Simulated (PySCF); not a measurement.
CH3F2O2Ta, SMILES C[O][Ta](=[O])([F])[F], multiplicity 1.

Coordinates come from a B3LYP-D3(BJ)/def2-SVP optimisation. The spin state was assumed, not searched. The structure was generated by enumeration; whether it is a known compound was not checked. The def2 effective core potentials stand for the cores of Ta; spin–orbit coupling is left out. Other conformers were not sampled.

Vertical ionisation energy (IE) and electron affinity (EA) in eV. Rows of orbital energies are one-electron estimates. Where ΔSCF, EOM or ADC give a negative EA the extra electron is unbound and the value depends on the basis.

| level | IE | EA |
|---|---|---|
| −ε(HOMO), −ε(LUMO), CAM-B3LYP/def2-TZVP (PySCF) | 10.85 | -0.08 |
| −ε(HOMO), −ε(LUMO), PBE/def2-TZVP (PySCF) | 7.81 | 1.83 |
